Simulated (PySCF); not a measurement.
Order these species by their calculated properties.

All species are isolated and taken at one optimised geometry, non-relativistic unless stated. Electronic properties by PySCF.

Dipoles, sizes and rotational constants follow the conformer. The torsions of the flexible species, by atom-mapped SMILES:
- `[CH3:1]/[CH:2]=[C:3](\[CH3:4])[C@H:5]([F:6])[C:7]#[N:8]`: C2–C3–C5–F6 10°
- `[CH3:1][P:2]([CH2:3][SiH3:4])[C:5]([F:6])([F:7])[F:8]`: C1–P2–C3–Si4 -77°, C1–P2–C5–F6 -50°
- `[O:1]=[C:2]([Cl:3])[C:4]([F:5])([F:6])[F:7]`: O1–C2–C4–F5 -120°
- `[CH2:1]=[N:2][Si@H:3]([NH2:4])[CH2:5][SiH3:6]`: C1–N2–Si3–N4 -130°, N2–Si3–C5–Si6 -74°, H–N4–Si3–N2 -73°, H–N4–Si3–N2 62°
- `[CH3:1][C:2]#[C:3][SiH2:4][O:5][CH3:6]`: C3–Si4–O5–C6 -58°
- `[CH2:1]=[CH:2]/[CH:3]=[CH:4]\[O:5][SiH3:6]`: C1–C2–C3–C4 180°, C3–C4–O5–Si6 180°
- `[CH3:1][S:2][CH2:3][CH2:4][CH:5]1[CH2:6][CH2:7]1`: C1–S2–C3–C4 -72°, S2–C3–C4–C5 -177°, C3–C4–C5–C6 -155°
- `[CH3:1][CH:2]([CH3:3])[S:4][CH:5]1[CH2:6][CH2:7]1`: C1–C2–S4–C5 80°, C2–S4–C5–C6 73°

The conformers of `SC1CCCCC1` aren't listed.

Question: Rank by smallest rotational constant, highest first (GFN2-xTB).
A. `CP(C[SiH3])C(F)(F)F`
B. `C(/[C@H](F)C#N)(=C\C)C`
C. `Cc1pcpc(C#N)p1`
D. `O=C(Cl)C(F)(F)F`
E. `C=N[Si@H](N)C[SiH3]`

Answer: D (1.476 GHz), B (1.132 GHz), E (1.058 GHz), A (0.720 GHz), C (0.568 GHz).

Question: Rank by static isotropic polarisability, lowest first (PBE0/def2-SVPD at GFN2-xTB geometries).
A. `CC#C[SiH2]OC`
B. `C=C/C=C\O[SiH3]`
C. `CSCCC1CC1`
D. `C/C=C(\C)[C@H](F)C#N`

Answer: D (76.5 au), A (78.0 au), B (87.2 au), C (92.1 au).

Question: By how much do the two ends of that ranking differ?

Answer: By 15.6 au, between `CSCCC1CC1` and `C/C=C(\C)[C@H](F)C#N`.

Question: Rank by electronic spatial extent ⟨r²⟩ about the centre of nuclear charge, lowest first (PBE0/def2-SVPD at GFN2-xTB geometries).
A. `CSCCC1CC1`
B. `CC#C[SiH2]OC`
C. `C=C/C=C\O[SiH3]`
D. `CC1=PC(C#N)=PC=P1`
E. `S(C(C)C)C1CC1`

Answer: B (1093 bohr²), C (1111 bohr²), E (1148 bohr²), A (1407 bohr²), D (1834 bohr²).

Question: Rank by HOMO energy, highest first (PBE0/def2-SVPD at GFN2-xTB geometries).
A. `C/C=C(\C)[C@H](F)C#N`
B. `C=C/C=C\O[SiH3]`
C. `SC1CCCCC1`
D. `Cc1pcpc(C#N)p1`

Answer: B (-6.22 eV), C (-6.69 eV), A (-7.62 eV), D (-7.81 eV).

Question: Rank by dipole moment, highest first (PBE0/def2-SVPD at GFN2-xTB geometries).
A. `CSCCC1CC1`
B. `CC1=PC(C#N)=PC=P1`
C. `C(#CC)[SiH2]OC`
D. `C=C/C=C\O[SiH3]`
E. `C/C=C(\C)[C@H](F)C#N`

Answer: B (5.15 D), E (3.88 D), C (2.21 D), A (1.79 D), D (1.35 D).

Question: Rank by lowest triplet excitation (Tamm–Dancoff), highest first (TDA PBE0/def2-SVPD at GFN2-xTB geometries).
A. `Cc1pc(C#N)pcp1`
B. `CC#C[SiH2]OC`
C. `F[C@H](C#N)/C(C)=C/C`
D. `C=C/C=C\O[SiH3]`

Answer: B (4.93 eV), C (4.32 eV), D (3.02 eV), A (2.43 eV).
